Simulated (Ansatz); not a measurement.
Cartesian coordinates in Å:
```
C 0.3777 -0.9003 -1.4880
Ge 0.8869 0.6717 -0.4337
Al -0.3723 0.8580 1.6824
C -1.8831 -0.3516 1.8804
N -2.7653 -1.0948 1.9342
H -0.6900 -0.8774 -1.7070
H 0.5974 -1.8139 -0.9352
H 0.9321 -0.9141 -2.4268
H 0.6418 1.9510 -1.2654
H 2.4024 0.6369 -0.1393
H -0.1276 1.8345 2.8983
```

Charge 0, multiplicity 1.

Problem. List the CAM-B3LYP/def2-TZVPP orbital energies in eV (Ansatz). (Estimate.)

Solution. Ansatz gave: Occupied: -10852.00, -1527.54, -1356.28, -1207.23, -1207.22, -1207.21, -391.71, -279.15, -278.83, -171.06, -121.36, -121.35, -121.33, -115.55, -76.30, -76.11, -76.05, -34.94, -34.92, -34.90, -34.86, -34.86, -26.76, -21.47, -16.90, -15.69, -13.26, -13.22, -12.38, -11.49, -11.32, -11.14, -10.92, -10.56, -9.16. Lowest empty: -1.67, 0.55, 0.82, 1.24, 2.05, 2.33, 2.48, 2.65.
